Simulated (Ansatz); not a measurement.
`CCS[SiH3]`. The species carries charge 0 and has multiplicity 1.

```json
{"atom": "C1", "x (Å)": "1.452", "y (Å)": "-0.975", "z (Å)": "-1.180"}
{"atom": "C2", "x (Å)": "0.589", "y (Å)": "-0.417", "z (Å)": "-0.067"}
{"atom": "S3", "x (Å)": "-0.761", "y (Å)": "0.586", "z (Å)": "-0.781"}
{"atom": "Si4", "x (Å)": "-1.731", "y (Å)": "1.182", "z (Å)": "1.011"}
{"atom": "H5", "x (Å)": "0.868", "y (Å)": "-1.612", "z (Å)": "-1.847"}
{"atom": "H6", "x (Å)": "2.264", "y (Å)": "-1.574", "z (Å)": "-0.761"}
{"atom": "H7", "x (Å)": "1.892", "y (Å)": "-0.173", "z (Å)": "-1.775"}
{"atom": "H8", "x (Å)": "1.180", "y (Å)": "0.216", "z (Å)": "0.600"}
{"atom": "H9", "x (Å)": "0.151", "y (Å)": "-1.223", "z (Å)": "0.525"}
{"atom": "H10", "x (Å)": "-2.879", "y (Å)": "2.030", "z (Å)": "0.607"}
{"atom": "H11", "x (Å)": "-2.214", "y (Å)": "0.004", "z (Å)": "1.780"}
{"atom": "H12", "x (Å)": "-0.810", "y (Å)": "1.955", "z (Å)": "1.889"}
```

(1) List the harmonic frequencies (cm⁻¹, unscaled) at PBE0-D4/def2-TZVP in Ansatz. (Best estimate.)

(2) Is this a minimum?

(3) Give the ideal-gas thermochemistry at 298.15 K and 1 bar (rigid rotor, harmonic oscillator; point group Cs, symmetry number 1).

(4) Rotational constants (cm⁻¹)?

Results:

(1) Ansatz gave: 48, 124, 133, 252, 311, 529, 619, 626, 693, 782, 913, 923, 960, 1003, 1045, 1085, 1272, 1293, 1404, 1479, 1482, 1493, 2211, 2212, 2247, 3053, 3064, 3109, 3129, 3140.

(2) Yes, all 30 modes are real.

(3) Zero-point energy 243.1 kJ/mol; H(298) − E = 263.7 kJ/mol; entropy 344.7 J/(mol·K), of which translation 165.3, rotation 110.0, vibration 69.4; G(298) − E = 160.9 kJ/mol. Modes under 100 cm⁻¹ are hindered rotations or soft bends, so the harmonic entropy is rough.

(4) 0.4173, 0.0697, 0.06241.
